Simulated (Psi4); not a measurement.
C$_{3}$H$_{9}$Bi, singlet, at a GFN2-xTB geometry (such geometries of metal compounds can be far from the true shape) (core potentials on Bi); M06-2X/def2-SV(P) (Psi4).

Psi4 was given this input:
```
memory 2 GB

molecule {
0 1
  Bi   -0.00265924   -0.00463990    0.32774277
  C    -1.05486994   -1.53919065   -0.96882360
  H    -0.64425811   -2.52383649   -0.78776141
  H    -0.90946744   -1.27908881   -2.00731595
  H    -2.11451925   -1.54953889   -0.74958142
  C    -0.80582360    1.70974853   -0.92080720
  H    -0.65333574    1.48323884   -1.96613109
  H    -0.28504596    2.62610321   -0.67562231
  H    -1.86385686    1.84117722   -0.73586087
  C     1.88353121   -0.13071016   -0.92504196
  H     1.61103079   -0.12000137   -1.97045578
  H     2.41685485   -1.04639693   -0.70569174
  H     2.52628836    0.71436864   -0.71619253
}

set basis def2-sv(p)
set df_basis_scf cc-pvtz-jkfit

energy('m06-2x')
print_variables()
```

What the program printed (banner, timings and long lists left out):

```
   => Loading Basis Set <=

    Name: DEF2-SV(P)
    Role: ORBITAL
    Keyword: BASIS

    !!!  WARNING: ECP capability is in beta. Please check occupations closely.  !!!

         ---------------------------------------------------------
                                   SCF
               by Justin Turney, Rob Parrish, Andy Simmonett
                          and Daniel G. A. Smith
                              RKS Reference
         ---------------------------------------------------------

  ==> Geometry <==

    Molecular point group: c1
    Full point group: C1

    Geometry (in Angstrom), charge = 0, multiplicity = 1:

       Center              X                  Y                   Z               Mass
    ------------   -----------------  -----------------  -----------------  -----------------
         BI          -0.001882499854    -0.003284630081     0.232012254127   208.980399100000
         C           -1.054093199854    -1.537835380081    -1.064554115873    12.000000000000
         H           -0.643481369854    -2.522481220081    -0.883491925873     1.007825032230
         H           -0.908690699854    -1.277733540081    -2.103046465873     1.007825032230
         H           -2.113742509854    -1.548183620081    -0.845311935873     1.007825032230
         C           -0.805046859854     1.711103799919    -1.016537715873    12.000000000000
         H           -0.652558999854     1.484594109919    -2.061861605873     1.007825032230
         H           -0.284269219854     2.627458479919    -0.771352825873     1.007825032230
         H           -1.863080119854     1.842532489919    -0.831591385873     1.007825032230
         C            1.884307950146    -0.129354890081    -1.020772475873    12.000000000000
         H            1.611807530146    -0.118646100081    -2.066186295873     1.007825032230
         H            2.417631590146    -1.045041660081    -0.801422255873     1.007825032230
         H            2.527065100146     0.715723909919    -0.811923045873     1.007825032230

  Running in c1 symmetry.

  Rotational constants: A =      0.10853  B =      0.10853  C =      0.09532 [cm^-1]
  Rotational constants: A =   3253.52692  B =   3253.52691  C =   2857.62957 [MHz]
  Nuclear repulsion =  201.663810096595626

  Charge       = 0
  Multiplicity = 1
  Electrons    = 50
  Nalpha       = 25
  Nbeta        = 25

  ==> Algorithm <==

  SCF Algorithm Type is DF.
  DIIS enabled.
  MOM disabled.
  Fractional occupation disabled.
  Guess Type is SAD.
  Energy threshold   = 1.00e-06
  Density threshold  = 1.00e-06
  Integral threshold = 1.00e-12

  ==> Primary Basis <==

  Basis Set: DEF2-SV(P)
    Blend: DEF2-SV(P)
    Number of shells: 46
    Number of basis functions: 86
    Number of Cartesian functions: 91
    Spherical Harmonics?: true
    Max angular momentum: 2

  Core potential: DEF2-SV(P)
    Number of shells: 4
    Number of ECP primitives: 18
    Number of ECP core electrons: 60
    Max angular momentum: 3

  ==> DFT Potential <==

   => LibXC <=

    Version 7.1.2
    S. Lehtola, C. Steigemann, M. J. T. Oliveira, and M. A. L. Marques,  SoftwareX 7, 1–5 (2018) (10.1016/j.softx.2017.11.002)

   => Composite Functional: M06-2X <=

    Hybrid M06-2X Meta-GGA XC Functional  (10.1007/s00214-007-0310-x)
    Y. Zhao and D. G. Truhlar,  Theor. Chem. Acc., 120, 215, 2008

    Deriv               =              1
    GGA                 =           TRUE
    Meta                =           TRUE

    Exchange Hybrid     =           TRUE
    MP2 Hybrid          =          FALSE

   => Exchange Functionals <=

    1.0000   XC_HYB_MGGA_X_M06_2X

   => Exact (HF) Exchange <=

    0.5400               HF

   => Correlation Functionals <=

    1.0000   XC_MGGA_C_M06_2X

   => LibXC Density Thresholds  <==

    XC_MGGA_C_M06_2X:  1.00E-12
    XC_HYB_MGGA_X_M06_2X:  1.00E-15

   => Molecular Quadrature <=

    Radial Scheme          =       TREUTLER
    Pruning Scheme         =           NONE
    Nuclear Scheme         =       TREUTLER

    Blocking Scheme        =         OCTREE
    BS radius alpha        =              1
    Pruning alpha          =              1
    Radial Points          =             75
    Spherical Points       =            302
    Total Points           =         278056
    Total Blocks           =           2081
    Max Points             =            256
    Max Functions          =             85
    Weights Tolerance      =       1.00E-15

Traceback (most recent call last):
  File "psi4", line 375, in <module>
  File "<string>", line 34, in <module>
  File "site-packages/psi4/driver/driver.py", line 533, in energy
  File "site-packages/psi4/driver/procrouting/proc.py", line 2760, in run_scf
  File "site-packages/psi4/driver/procrouting/proc.py", line 1939, in scf_helper
  File "site-packages/psi4/driver/procrouting/proc.py", line 1462, in scf_wavefunction_factory
  File "site-packages/psi4/driver/p4util/python_helpers.py", line 169, in _pybuild_basis
  File "site-packages/psi4/driver/qcdb/libmintsbasisset.py", line 722, in pyconstruct
  File "site-packages/psi4/driver/qcdb/libmintsbasisset.py", line 976, in construct

psi4.driver.qcdb.exceptions.BasisSetNotFound: BasisSet::construct: Unable to find a basis set for atom 1 for key JKFIT among:
  Shell Entries: ['BI']
  Basis Sets: [('CC-PVTZ-JKFIT', 'CC-PVTZ-JKFIT', None)]
  File Path: tmpyanc8h5g, tmpyanc8h5g, basis
  Input Blocks:

Printing out the relevant lines from the Psithon --> Python processed input file:
      H     2.52628836    0.71436864   -0.71619253
    """)
    core.IO.set_default_namespace("")
    core.set_global_option("BASIS", "def2-sv(p)")
    core.set_global_option("DF_BASIS_SCF", "cc-pvtz-jkfit")
--> energy('m06-2x')
    print_variables()

!----------------------------------------------------------------------------------!
!                                                                                  !
!  BasisSet::construct: Unable to find a basis set for atom 1 for key JKFIT among: !
!   Shell Entries: ['BI']                                                          !
!   Basis Sets: [('CC-PVTZ-JKFIT', 'CC-PVTZ-JKFIT', None)]                         !
!   File Path: tmpyanc8h5g,                        !
!     tmpyanc8h5g,                                 !
!     basis                                          !
!   Input Blocks:                                                                  !
!                                                                                  !
!----------------------------------------------------------------------------------!

QcdbException BasisSetNotFound: BasisSet::construct: Unable to find a basis set for atom 1 for key JKFIT among:
  Shell Entries: ['BI']
  Basis Sets: [('CC-PVTZ-JKFIT', 'CC-PVTZ-JKFIT', None)]
  File Path: tmpyanc8h5g, tmpyanc8h5g, basis
  Input Blocks:
```

The program refused the input.
